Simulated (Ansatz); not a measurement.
Born–Oppenheimer molecular dynamics of a periodic cell of 40 atoms, H₃CCl (contents 8 CH3Cl, density as packed 1.14 g/cm³ with natural masses). It goes on from the last frame of an earlier run, with new velocities.

All numbers below come from DFT PBE-D3(BJ), scalar-relativistic, plane waves, PAW in Ansatz 0.2.0. Settings: cutoff 150 eV, k mesh 1x1x1, fermi-dirac smearing 0.05 eV, no spin polarisation.

- ensemble: NVE (velocity Verlet)
- time step: 0.5 fs
- steps asked: 200
- starting velocities drawn for: 1000 K
- seed: 82820

First frame:

```xyz
40
Lattice="8.3815 0.0000 0.0000 0.0000 8.3815 0.0000 0.0000 0.0000 8.3815" Properties=species:S:1:pos:R:3
C 1.688 7.614 5.938
Cl 3.062 8.235 7.230
H 1.972 7.851 4.904
H 1.550 6.573 6.040
H 0.769 8.263 6.103
C 5.886 4.503 0.673
Cl 4.146 4.968 1.228
H 6.509 3.986 1.395
H 5.948 3.761 -0.110
H 6.193 5.410 0.139
C 2.701 3.481 4.779
Cl 2.905 3.924 6.595
H 3.368 4.048 4.117
H 2.581 2.501 4.702
H 1.690 3.834 4.460
C 1.860 2.819 1.636
Cl 0.042 2.669 2.203
H 2.601 2.957 2.348
H 2.025 1.811 1.265
H 1.946 3.752 1.151
C 7.384 1.823 6.108
Cl 6.335 0.681 7.249
H 8.348 1.341 6.018
H 6.851 1.862 5.097
H 7.473 2.734 6.646
C 6.557 5.674 4.300
Cl 6.771 4.822 5.832
H 5.745 5.085 3.870
H 6.595 6.801 4.372
H 7.322 5.297 3.659
C 4.922 0.741 2.406
Cl 4.182 0.892 4.012
H 5.999 0.569 2.376
H 4.414 -0.041 1.774
H 4.745 1.646 1.864
C 1.763 7.573 2.016
Cl 1.722 6.079 2.807
H 2.543 7.636 1.355
H 0.658 7.699 1.674
H 1.753 8.397 2.682
```

Question: What does the run give?

Answer: The run went to its last step.

```yaml
steps_done: 200
time_covered: 100 fs
mean_temperature_over_the_second_half: 1030 K
spread_of_the_potential_energy_over_the_second_half: 13.1 meV per atom
mean_potential_energy_of_the_second_half_above_the_start: -3.8 meV per atom
```

The conserved energy stayed within 0.17 meV per atom of its start (net change -0.067 meV per atom), so the integration is sound. A run of 0.1 ps of so small a system gives no equilibrium averages. The plane-wave cutoff is below what these datasets need, so energies and pressures aren't converged. Limits of this set-up: coarse k mesh.

Question: What happens to the structure?

Answer: Mean squared displacements from the first frame to the last, about the centre of mass: C 0.97 Å², Cl 0.62 Å², H 2.32 Å². This is one draw of velocities; another would differ in detail.

Question: How do temperature and energy run in time?

Answer: 
| time (fs) | T (K) | potential energy less start (eV) | conserved less start (meV/atom) |
| --- | --- | --- | --- |
| 0.0 | 1000 | 0.000 | 0.00 |
| 5.0 | 951 | 0.248 | -0.03 |
| 10.0 | 1031 | -0.158 | -0.05 |
| 15.0 | 1056 | -0.279 | 0.03 |
| 20.0 | 1075 | -0.383 | -0.09 |
| 25.0 | 772 | 1.150 | -0.01 |
| 30.0 | 1070 | -0.355 | -0.10 |
| 35.0 | 1171 | -0.863 | -0.08 |
| 40.0 | 1082 | -0.420 | -0.12 |
| 45.0 | 1178 | -0.900 | -0.05 |
| 50.0 | 1022 | -0.110 | 0.05 |
| 55.0 | 1132 | -0.670 | -0.14 |
| 60.0 | 968 | 0.161 | 0.01 |
| 65.0 | 1180 | -0.910 | -0.11 |
| 70.0 | 1120 | -0.608 | -0.05 |
| 75.0 | 785 | 1.087 | 0.14 |
| 80.0 | 989 | 0.049 | -0.11 |
| 85.0 | 971 | 0.149 | 0.00 |
| 90.0 | 1155 | -0.789 | -0.17 |
| 95.0 | 993 | 0.033 | -0.07 |
| 100.0 | 988 | 0.056 | -0.07 |

Time of the run: 2.7 min on 1 thread of Arm Neoverse V2 (shared host), peak memory 0.3 GiB.
